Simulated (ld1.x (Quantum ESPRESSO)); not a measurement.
## Zr (Z = 40): what ld1.x (Quantum ESPRESSO) 7.5 does with a changed input

Command:

```bash
ld1.x < Zr.in > Zr.out
```

Input:

```
&input
   title='Zr', zed=40., rel=0, dft='PBE', iswitch=3,
   config='[Kr] 4d2 5s1 5p0',
   nld=3, rlderiv=3.80, eminld=-3.0, emaxld=5.0, deld=0.02
 /
 &inputp
   pseudotype=3, lpaw=.true., tm=.true., lloc=-2, rcloc=2.65,
   nlcc=.false.,
   which_augfun='BESSEL', rmatch_augfun=1.80,
   file_pseudopw='Zr.UPF', file_wfcaegen='ae.wfc', file_wfcncgen='nc.wfc', file_beta='beta', file_chi='chi', file_wfcusgen='us.wfc'
 /
6
5S  1  0   1.00   0.00  2.65  3.35  0.0
5S  1  0   0.00   0.25  2.65  3.35  0.0
5P  2  1   0.00   0.00  2.95  3.50  0.0
5P  2  1   0.00   2.35  2.95  3.50  0.0
4D  3  2   2.00   0.00  1.90  2.50  0.0
4D  3  2   0.00  -0.10  1.90  2.50  0.0
 &test
   configts(1)='4d2 5s1 5p0'
 /
```

This is an input that runs to its end, with one change: rel changed from 1 to 0.

**Question.** How does the run end?

**Answer.** The program runs through. The occupied levels of the test differ from the all-electron ones by at most 0.00003 Ry (unchanged input: 0.00003 Ry). All-electron levels move: 4d -0.757 Ry (was -0.734), 5s -0.711 Ry (was -0.731).

```
     atomic number is 40.00   valence charge is  4.00
     dft = SLA  PW   PBX  PBC   lsd =0 sic =0 latt =0  beta=0.20 tr2=1.0E-14
     mesh =1225 r(mesh) = 100.59681 xmin = -7.00 dx = 0.01250

     n l     nl             e AE (Ry)        e PS (Ry)    De AE-PS (Ry)
     3 2     4D   1( 2.00)       -0.75718       -0.75721        0.00003
     1 0     5S   1( 1.00)       -0.71089       -0.71091        0.00002
     2 1     5P   1( 0.00)       -0.45880       -0.45882        0.00002

     eps = 3.2E-15  iter =  4

     Etot =   -7080.413283 Ry,   -3540.206642 Ha,  -96333.930314 eV
     Etotps =  -226.230761 Ry,    -113.115380 Ha,   -3078.026307 eV

     Ekin =      15.512033 Ry,       7.756016 Ha,     211.051956 eV
     Encl =     -21.307419 Ry,     -10.653710 Ha,    -289.902205 eV
     Ehrt =       3.206997 Ry,       1.603499 Ha,      43.633424 eV
     Ecxc =    -223.642372 Ry,    -111.821186 Ha,   -3042.809482 eV

     ---------------------- End of pseudopotential test ----------------------
```
